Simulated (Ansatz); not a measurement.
`[CH3][Ti]1234([CH3])([OH])[C@@H]5[C@H]1[C@H]2[C@]3(F)[C@@H]54`, 21 atoms. The species carries charge 0 and has multiplicity 1. Correlated methods include outer-core shells of Ti, which these sets cover unevenly. Scalar relativity is left out up to krypton. Hardware: A = 4 threads of an AMD EPYC 7R13 on a shared host and a share of an NVIDIA H100 80 GB; B = 4 threads of a server CPU on a shared host. Correlated methods freeze the cores.

Task: How many basis functions does each run have, and how long does it take in Ansatz? direct RPA on PBE orbitals/def2-TZVPP energy [A]; RKS B3LYP-D4/def2-TZVPP energy and forces [A]; RKS PBE0-D4/def2-TZVP relaxation (21 steps) [A]; RKS PBE0-D4/def2-QZVPP energy [A]; RKS CAM-B3LYP-D4/def2-TZVPP energy [A]; RKS ωB97M-V/def2-TZVPP energy and forces [A]; RKS PBE0-D4/def2-SVP energy [B]; RKS ωB97M-V/def2-SVP energy [B]; RHF-CCSD(T)/def2-TZVPP energy [A]; RKS PBE-QIDH (frozen core)/def2-TZVPP energy [A]; RHF-CCSD(T)/def2-SVP energy [A]; RHF-MP2/def2-QZVPP energy [A]. (An estimate is asked.)

Result: The calculation gave: Other jobs shared the machine, so times are rough.

| level | job | functions | wall time | peak host memory (GiB) |
| --- | --- | --- | --- | --- |
| RKS B3LYP-D4/def2-TZVPP | energy and forces [A] | 497 | 8 s | 1.2 |
| RKS PBE0-D4/def2-QZVPP | energy [A] | 936 | 9.5 s | 1.5 |
| RKS PBE0-D4/def2-SVP | energy [B] | 212 | 9.6 s | 1.1 |
| RHF-CCSD(T)/def2-SVP | energy [A] | 212 | 12 s | 0.81 |
| direct RPA on PBE orbitals/def2-TZVPP | energy [A] | 497 | 12 s | 3 |
| RKS PBE-QIDH (frozen core)/def2-TZVPP | energy [A] | 497 | 14 s | 3 |
| RKS CAM-B3LYP-D4/def2-TZVPP | energy [A] | 497 | 16 s | 1.1 |
| RKS ωB97M-V/def2-TZVPP | energy and forces [A] | 497 | 17 s | 1.4 |
| RHF-MP2/def2-QZVPP | energy [A] | 936 | 17 s | 1.7 |
| RKS ωB97M-V/def2-SVP | energy [B] | 212 | 29 s | 1.4 |
| RHF-CCSD(T)/def2-TZVPP | energy [A] | 497 | 58 s | 2.8 |
| RKS PBE0-D4/def2-TZVP | relaxation (21 steps) [A] | 390 | 69 s | 1.1 |

B3LYP here is the variant with VWN-RPA as its local correlation; programs differ in this.
